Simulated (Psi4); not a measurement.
Psi4 input (wB97X-D/6-31G*):

```
memory 1500 MB

molecule {
0 1
Al   -0.00000000   -0.00000000   -0.58860100
O    -0.00000000   -0.00000000   -2.18527400
Cl    0.00000000    0.00000000    1.47847100
symmetry c1
no_reorient
no_com
}

set {
  basis 6-31G*
  reference rks
  scf_type pk
  dft_radial_points 99
  dft_spherical_points 590
  e_convergence 1e-8
  d_convergence 1e-7
  maxiter 150
}

e = energy('wb97x-d')
print_out(f'\nFINAL {e:.10f} DIPOLE {variable("CURRENT DIPOLE")[0]:.6f} {variable("CURRENT DIPOLE")[1]:.6f} {variable("CURRENT DIPOLE")[2]:.6f}\n')
```

Output:

```
   => Loading Basis Set <=

    Name: 6-31G*
    Role: ORBITAL
    Keyword: BASIS
    atoms 1 entry AL         line   244 file 6-31gs.gbs
    atoms 2 entry O          line   145 file 6-31gs.gbs
    atoms 3 entry CL         line   340 file 6-31gs.gbs

   => WB97X-D: Empirical Dispersion <=

    Chai and Head-Gordon Dispersion Correction
    Chai, J.-D.; Head-Gordon, M. (2010), J. Chem. Phys., 132: 6615-6620

        s6 =       1.000000

         ---------------------------------------------------------
                                   SCF
               by Justin Turney, Rob Parrish, Andy Simmonett
                          and Daniel G. A. Smith
                              RKS Reference
         ---------------------------------------------------------

  ==> Geometry <==

    Molecular point group: c1
    Full point group: C_inf_v

    Geometry (in Angstrom), charge = 0, multiplicity = 1:

       Center              X                  Y                   Z               Mass
    ------------   -----------------  -----------------  -----------------  -----------------
         AL           0.000000000000     0.000000000000    -0.588601000000    26.981538530000
         O            0.000000000000     0.000000000000    -2.185274000000    15.994914619570
         CL           0.000000000000     0.000000000000     1.478471000000    34.968852682000

  Running in c1 symmetry.

  Rotational constants: A = ************  B =      0.10395  C =      0.10395 [cm^-1]
  Rotational constants: A = ************  B =   3116.39453  C =   3116.39453 [MHz]
  Nuclear repulsion =  110.688231691654451

  Charge       = 0
  Multiplicity = 1
  Electrons    = 38
  Nalpha       = 19
  Nbeta        = 19

  ==> Algorithm <==

  SCF Algorithm Type is PK.
  DIIS enabled.
  MOM disabled.
  Fractional occupation disabled.
  Guess Type is SAD.
  Energy threshold   = 1.00e-08
  Density threshold  = 1.00e-07
  Integral threshold = 1.00e-12

  ==> Primary Basis <==

  Basis Set: 6-31G*
    Blend: 6-31G*
    Number of shells: 22
    Number of basis functions: 53
    Number of Cartesian functions: 53
    Spherical Harmonics?: false
    Max angular momentum: 2

  ==> DFT Potential <==

   => LibXC <=

    Version 7.1.2
    S. Lehtola, C. Steigemann, M. J. T. Oliveira, and M. A. L. Marques,  SoftwareX 7, 1–5 (2018) (10.1016/j.softx.2017.11.002)

   => Composite Functional: WB97X-D <=

    wB97X-D Hyb-GGA Exchange-Correlation Functional

    J.-D. Chai and M. Head-Gordon,  Phys. Chem. Chem. Phys. 10, 6615–6620 (2008) (10.1039/B810189B)

    Deriv               =              1
    GGA                 =           TRUE
    Meta                =          FALSE

    Exchange Hybrid     =           TRUE
    MP2 Hybrid          =          FALSE

   => Exchange-Correlation Functionals <=

    1.0000   wB97X-D range-separated functional

   => Exact (HF) Exchange <=

    0.7780            HF,LR [omega = 0.2000]
    0.2220               HF

   => LibXC Density Thresholds  <==

    XC_HYB_GGA_XC_WB97X_D:  1.00E-14

   => Molecular Quadrature <=

    Radial Scheme          =       TREUTLER
    Pruning Scheme         =           NONE
    Nuclear Scheme         =       TREUTLER

    Blocking Scheme        =         OCTREE
    BS radius alpha        =              1
    Pruning alpha          =              1
    Radial Points          =             99
    Spherical Points       =            590
    Total Points           =         166722
    Total Blocks           =           1345
    Max Points             =            256
    Max Functions          =             51
    Weights Tolerance      =       1.00E-15

  ==> Integral Setup <==

  Using in-core PK algorithm.
   Calculation information:
      Number of atoms:                   3
      Number of AO shells:              22
      Number of primitives:             69
      Number of atomic orbitals:        53
      Number of basis functions:        53

      Integral cutoff                 1.00e-12
      Number of threads:                 1

  Performing in-core PK
  Using 3073788 doubles for integral storage.
  We computed 28086 shell quartets total.
  Whereas there are 32131 unique shell quartets.

  Computing range-separated integrals for PK
  We computed 28086 wK shell quartets total.
  Whereas there are 32131 wK unique shell quartets.

  ==> DiskJK: Disk-Based J/K Matrices <==

    J tasked:                  Yes
    K tasked:                  Yes
    wK tasked:                 Yes
    Omega:               2.000E-01
    Schwarz Cutoff:          1E-12


  Cached 100.0% of DFT collocation blocks in 0.195 [GiB].

  Minimum eigenvalue in the overlap matrix is 8.3084680282E-03.
  Reciprocal condition number of the overlap matrix is 1.6257457006E-03.
    Using symmetric orthogonalization.

  ==> Pre-Iterations <==

  SCF Guess: Superposition of Atomic Densities via on-the-fly atomic UHF (no occupation information).

   -------------------------
    Irrep   Nso     Nmo
   -------------------------
     A         53      53
   -------------------------
    Total      53      53
   -------------------------

  ==> Iterations <==

                        Total Energy        Delta E     RMS |[F,P]|

   @RKS iter SAD:  -777.05998236584458   -7.77060e+02   0.00000e+00
   @RKS iter   1:  -777.46013799107664   -4.00156e-01   1.67621e-02 ADIIS/DIIS
   @RKS iter   2:  -774.78515018110500    2.67499e+00   4.30703e-02 ADIIS/DIIS
   @RKS iter   3:  -777.79883413660025   -3.01368e+00   4.85099e-03 ADIIS/DIIS
   @RKS iter   4:  -777.82021550282116   -2.13814e-02   1.34723e-03 ADIIS/DIIS
   @RKS iter   5:  -777.82168734759841   -1.47184e-03   7.42022e-04 ADIIS/DIIS
   @RKS iter   6:  -777.82225632784571   -5.68980e-04   1.71790e-04 ADIIS/DIIS
   @RKS iter   7:  -777.82229075742407   -3.44296e-05   3.86237e-05 DIIS
   @RKS iter   8:  -777.82229343629069   -2.67887e-06   5.57368e-06 DIIS
   @RKS iter   9:  -777.82229364535476   -2.09064e-07   4.01236e-06 DIIS
   @RKS iter  10:  -777.82229367969035   -3.43356e-08   4.81030e-07 DIIS
   @RKS iter  11:  -777.82229368075332   -1.06297e-09   2.43297e-07 DIIS
   @RKS iter  12:  -777.82229368084086   -8.75389e-11   1.18268e-08 DIIS
  Energy and wave function converged.

  ==> Post-Iterations <==

   Electrons on quadrature grid:
      Ntotal   =   38.0000000107 ; deviation = 1.070e-08

    Orbital Energies [Eh]
    ---------------------

    Doubly Occupied:

       1A   -101.753486     2A    -56.247933     3A    -19.225242
       4A     -9.626724     5A     -7.372215     6A     -7.366970
       7A     -7.366970     8A     -4.309230     9A     -2.849440
      10A     -2.849440    11A     -2.843800    12A     -0.969708
      13A     -0.957269    14A     -0.541511    15A     -0.464405
      16A     -0.464405    17A     -0.399790    18A     -0.357128
      19A     -0.357128

    Virtual:

      20A     -0.033679    21A      0.043799    22A      0.043799
      23A      0.159314    24A      0.201503    25A      0.235075
      26A      0.235075    27A      0.376390    28A      0.517139
      29A      0.517140    30A      0.525156    31A      0.525156
      32A      0.539340    33A      0.569529    34A      0.569529
      35A      0.600377    36A      0.916771    37A      0.916776
      38A      0.951530    39A      1.016909    40A      1.016909
      41A      1.127634    42A      1.127634    43A      1.160969
      44A      1.370340    45A      1.479631    46A      1.958857
      47A      1.958858    48A      2.144618    49A      2.144618
      50A      2.170057    51A      2.678474    52A      3.838088
      53A      4.341961

    Final Occupation by Irrep:
              A
    DOCC [    19 ]
    NA   [    19 ]
    NB   [    19 ]

  @RKS Final Energy:  -777.82229368084086

   => Energetics <=

    Nuclear Repulsion Energy =            110.6882316916544511
    One-Electron Energy =               -1296.6828710823506299
    Two-Electron Energy =                 448.4456240694032090
    DFT Exchange-Correlation Energy =     -40.2730515964575275
    Empirical Dispersion Energy =          -0.0002267630903634
    VV10 Nonlocal Energy =                  0.0000000000000000
    Total Energy =                       -777.8222936808408576

Computation Completed

Properties will be evaluated at   0.000000,   0.000000,   0.000000 [a0]

Properties computed using the SCF density matrix

 Multipole Moments:

 ------------------------------------------------------------------------------------
     Multipole            Electronic (a.u.)      Nuclear  (a.u.)        Total (a.u.)
 ------------------------------------------------------------------------------------

 L = 1.  Multiply by 2.5417464519 to convert [e a0] to [Debye]
 Dipole X            :         -0.0000000            0.0000000           -0.0000000
 Dipole Y            :         -0.0000000            0.0000000           -0.0000000
 Dipole Z            :          1.3085952            0.0000038            1.3085990
 Magnitude           :                                                    1.3085990

 ------------------------------------------------------------------------------------

FINAL -777.8222936808 DIPOLE -0.000000 -0.000000 1.308599

*** Psi4 exiting successfully. Buy a developer a beer!
```

The geometry given is a B3LYP-D3(BJ)/def2-TZVP minimum.
